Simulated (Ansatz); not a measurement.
Frontier orbitals of CH$_{6}$B$_{2}$ClN (`BC(Cl)BN`).

```xyz
11

B    -0.175   -1.724   -0.283
C     0.213   -0.328   -0.794
Cl   -0.436    0.132   -2.407
B    -0.425    0.712    0.241
N     0.387    1.474    1.064
H    -1.085   -2.342   -0.744
H     0.426   -2.152    0.661
H     1.296   -0.177   -0.829
H    -1.611    0.835    0.314
H     0.018    2.142    1.720
H     1.392    1.429    1.057
```

Total charge 0; spin multiplicity 1. The geometry is a stationary point of PBE0-D4/def2-TZVP. It is one conformer, not always the lowest. Basis def2-TZVPP, Ansatz.

Orbital energies of one run (eV). Highest occupied ones, from the top: -10.21, -10.67, -11.46, -11.88, -12.30, -13.21, -13.96, -15.34, -16.59, -17.50, -17.78, -21.82, -26.43, -27.71. Empty: 0.42, 2.42, 2.89, 3.16, 3.55, 3.92.

(1) Which functional gave them?
A. ωB97X-V
B. revPBE
C. CAM-B3LYP
D. r2SCANh

Results:

(1) A. HOMO energies: ωB97X-V -10.21, r2SCANh -7.21, CAM-B3LYP -9.17, revPBE -6.37 eV.
